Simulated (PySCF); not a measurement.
C3H8OSi.
Z-matrix (Å and degrees, PBE0-D3(BJ)/def2-SVP geometry), rows numbered from 1:
```
C 
Si  1  1.8691
C   2  1.9436  1  107.22
C   3  1.5065  2  120.26  1   168.08
O   3  1.2121  2  117.89  1   -12.54
H   1  1.1003  2  110.12  3   -66.05
H   1  1.1000  2  112.04  3   172.97
H   1  1.1000  2  109.10  3    51.97
H   2  1.4983  1  112.90  3   120.99
H   2  1.4986  1  112.16  3  -117.60
H   4  1.0992  3  110.17  2   171.10
H   4  1.1030  3  109.22  2   -68.57
H   4  1.1020  3  110.72  2    48.65
```

Method used: PySCF 2.14.0, PBE0-D3(BJ)/def2-SVP geometry optimisation, gas phase.

Masses are those of the commonest isotopes; rigid-rotor values at the optimised geometry. The values belong to one conformer with, in the numbering `[CH3:1][SiH2:2][C:3]([CH3:4])=[O:5]`, C1–Si2–C3–C4 168°.

Problem. What are A, B and C (MHz)?

Solution. Ia = 73.01, Ib = 199.15, Ic = 258.29 u·Å²; 505379 MHz·u·Å²/I gives A = 6922, B = 2538, C = 1957 MHz.

Problem. Classify the top.

Solution. An asymmetric top: κ = (2 × 2538 − 6922 − 1957)/(6922 − 1957) = -0.77.

Problem. What does the inertial defect say?

Solution. Not planar: Δ = Ic − Ia − Ib = -13.87 u·Å². For a rigid frame Δ = −2 Σ m c², so Σ m c² = 6.93 u·Å² lies off the ab plane: 6.27 from hydrogen and 0.67 from heavier atoms. The atom farthest from that plane is 1.40 Å away.

Problem. Give the other two planar moments, Paa and Pbb, and the rms extents of the mass along the axes.

Solution. Paa = Σ m a² = (Ib + Ic − Ia)/2 = 192.21 and Pbb = Σ m b² = (Ia + Ic − Ib)/2 = 66.08 u·Å². With the mass M = 88.03 u, the rms extents √(P/M) along a, b and c are 1.48, 0.87, 0.28 Å.

Problem. Give the coordinates in the principal-axis frame, origin at the centre of mass.

Solution. The sense of each axis is arbitrary; atoms in the order of the calculation.
| atom | mass (u) | a (Å) | b (Å) | c (Å) |
| --- | --- | --- | --- | --- |
| C1 | 12.000 | -2.155 | -0.569 | -0.139 |
| Si2 | 27.977 | -0.831 | 0.733 | 0.076 |
| C3 | 12.000 | 0.885 | -0.176 | 0.011 |
| C4 | 12.000 | 2.160 | 0.618 | -0.113 |
| O5 | 15.995 | 0.890 | -1.386 | 0.086 |
| H6 | 1.008 | -2.097 | -1.005 | -1.148 |
| H7 | 1.008 | -3.165 | -0.159 | 0.008 |
| H8 | 1.008 | -1.985 | -1.379 | 0.585 |
| H9 | 1.008 | -0.882 | 1.795 | -0.979 |
| H10 | 1.008 | -0.924 | 1.419 | 1.405 |
| H11 | 1.008 | 3.030 | -0.040 | 0.024 |
| H12 | 1.008 | 2.203 | 1.081 | -1.113 |
| H13 | 1.008 | 2.180 | 1.441 | 0.619 |

Problem. Where do the levels up to J = 2 lie, in K?

Solution. Above 0(0,0), as E/k:
J = 1: 1(0,1) 0.216, 1(1,1) 0.426, 1(1,0) 0.454
J = 2: 2(0,2) 0.644, 2(1,2) 0.830, 2(1,1) 0.913, 2(2,1) 1.544, 2(2,0) 1.547
Those of J = 1 are B + C, A + C and A + B.

Problem. Which types of transition are allowed, and where do some lines up to J = 2 fall?

Solution. The dipole components are |μa| = 0.16 D, |μb| = 1.75 D, |μc| = 0.31 D. Intensities carry the squares of the components, which stand as 0.01 : 1.00 : 0.03 (a : b : c). Some lines, for components of 0.1 D or more:

```
type  branch         J(Ka,Kc)    MHz  lower level (cm⁻¹)
   a       Q  1(1,0) ← 1(1,1)    581               0.296
   a       Q  2(1,1) ← 2(1,2)   1743               0.577
   c       Q  1(1,1) ← 1(0,1)   4384               0.150
   a       R  1(0,1) ← 0(0,0)   4494               0.000
   b       R  2(0,2) ← 1(1,1)   4551               0.296
   b       Q  1(1,0) ← 1(0,1)   4965               0.150
   b       Q  2(1,1) ← 2(0,2)   5600               0.448
   a       R  2(1,2) ← 1(1,1)   8407               0.296
   b       R  1(1,1) ← 0(0,0)   8878               0.000
   a       R  2(0,2) ← 1(0,1)   8935               0.150
   c       R  1(1,0) ← 0(0,0)   9459               0.000
   a       R  2(1,1) ← 1(1,0)   9570               0.316
   b       R  2(1,2) ← 1(0,1)  12791               0.150
   c       Q  2(2,1) ← 2(1,1)  13152               0.635
   b       Q  2(2,0) ← 2(1,1)  13206               0.635
   c       R  2(1,1) ← 1(0,1)  14535               0.150
   b       Q  2(2,1) ← 2(1,2)  14895               0.577
   b       R  2(2,1) ← 1(1,0)  22722               0.316
   c       R  2(2,0) ← 1(1,0)  22776               0.316
   c       R  2(2,1) ← 1(1,1)  23303               0.296
   b       R  2(2,0) ← 1(1,1)  23357               0.296
```

Problem. Estimate the classical rotational partition function at 10 K, 200 K and 298.15 K.

Solution. Point group C1, symmetry number σ = 1; q = (√π/σ)·√((kT/h)³/(ABC)), k/h = 20836.6 MHz/K: 909 at 10 K, 81300 at 200 K, 148000 at 298.15 K.

Not checked by PBE0-D3(BJ)/def2-SVP frequencies. No vibrational averaging or centrifugal distortion is included, and the geometry carries the error of its method. A rigid rotor knows nothing of internal rotation, which can split or shift real lines.

The run took 29 s on one thread of an Arm Neoverse V1, no GPU (shared host), and the process peaked at 0.47 GiB of memory. This is the geometry optimisation.
